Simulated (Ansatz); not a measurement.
`N[CH](O)[Zn][OH]`. Total charge 0; spin multiplicity 1. Geometry: relaxed with PBE0-D4/def2-TZVP. It is one conformer, not always the lowest.

```xyz
10

N     1.477   -0.009    0.697
C     0.579    0.002   -0.431
O     0.595    1.297   -1.026
Zn   -1.281   -0.465    0.016
O    -2.959   -0.909    0.413
H     1.247   -0.695    1.400
H     2.445   -0.128    0.421
H     0.907   -0.656   -1.246
H     0.640    1.917   -0.290
H    -3.650   -0.355    0.046
```

What is the dipole moment at ωB97M-V/def2-TZVPP? (Best estimate.)

The calculation gave: 1.27 D, with components (1.22, -0.09, 0.33) D in this frame, pointing from negative to positive charge.

And with PBE, r2SCAN, B3LYP? (An estimate is asked.)

Ansatz gave: PBE 1.42 D, r2SCAN 1.40 D, B3LYP 1.38 D.

Give the Mulliken charges with ωB97M-V, PBE, B3LYP in def2-TZVPP. (Estimate.)

The calculation gave: 
```json
{"atom": "N1", "ωB97M-V": "-0.34", "PBE": "-0.39", "B3LYP": "-0.39"}
{"atom": "C2", "ωB97M-V": "0.09", "PBE": "0.17", "B3LYP": "0.19"}
{"atom": "O3", "ωB97M-V": "-0.34", "PBE": "-0.31", "B3LYP": "-0.36"}
{"atom": "Zn4", "ωB97M-V": "0.39", "PBE": "0.21", "B3LYP": "0.33"}
{"atom": "O5", "ωB97M-V": "-0.50", "PBE": "-0.44", "B3LYP": "-0.50"}
{"atom": "H6", "ωB97M-V": "0.11", "PBE": "0.15", "B3LYP": "0.14"}
{"atom": "H7", "ωB97M-V": "0.11", "PBE": "0.15", "B3LYP": "0.13"}
{"atom": "H8", "ωB97M-V": "0.12", "PBE": "0.10", "B3LYP": "0.10"}
{"atom": "H9", "ωB97M-V": "0.18", "PBE": "0.18", "B3LYP": "0.18"}
{"atom": "H10", "ωB97M-V": "0.17", "PBE": "0.18", "B3LYP": "0.17"}
```

B3LYP here is the variant with VWN-RPA as its local correlation; programs differ in this.
